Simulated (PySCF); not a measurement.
CH₅InOS₂, SMILES C[O][In]([SH])[SH].

Coordinates come from a PBE-D3(BJ)/def2-SVP optimisation. The structure was generated by enumeration; whether it is a known compound was not checked. The def2 effective core potentials stand for the cores of In; spin–orbit coupling is left out. Other conformers were not sampled.

Level of theory: PBE-D3(BJ)/def2-SVP (PySCF).

Frequencies are harmonic and unscaled.

```
mode  ν (cm⁻¹)  IR (km/mol)  moving atoms (share of kinetic energy)
----  --------  -----------  --------------------------------------
1           42          0.7                           H 83 %, C 9 %
2           65          0.4         S 30 %, In 23 %, C 21 %, H 20 %
3           70          3.1                  S 62 %, In 20 %, H 9 %
4           76          5.8         S 36 %, C 26 %, H 21 %, In 10 %
5          112          7.3         O 47 %, In 21 %, H 18 %, S 11 %
6          160         37.4                                  H 92 %
7          203          0.1                                  H 92 %
8          231         11.2                  C 36 %, O 31 %, H 21 %
9          309          5.4                                  S 85 %
10         358         42.8                         S 66 %, In 31 %
11         508         45.5                  O 70 %, In 15 %, C 8 %
12         639          5.7                                  H 95 %
13         670          6.9                                  H 94 %
14        1080        184.2                   O 47 %, C 45 %, H 8 %
15        1127          3.7                          H 76 %, C 19 %
16        1140          2.4                   H 70 %, C 21 %, O 9 %
17        1407          4.1                                  H 95 %
18        1417          5.2                                  H 95 %
19        1423         50.0                           H 91 %, C 8 %
20        2600          0.2                                  H 97 %
21        2613          2.8                                  H 97 %
22        2869        109.8                                  H 97 %
23        2932         71.3                           H 91 %, C 9 %
24        2981         35.4                           H 91 %, C 9 %
```
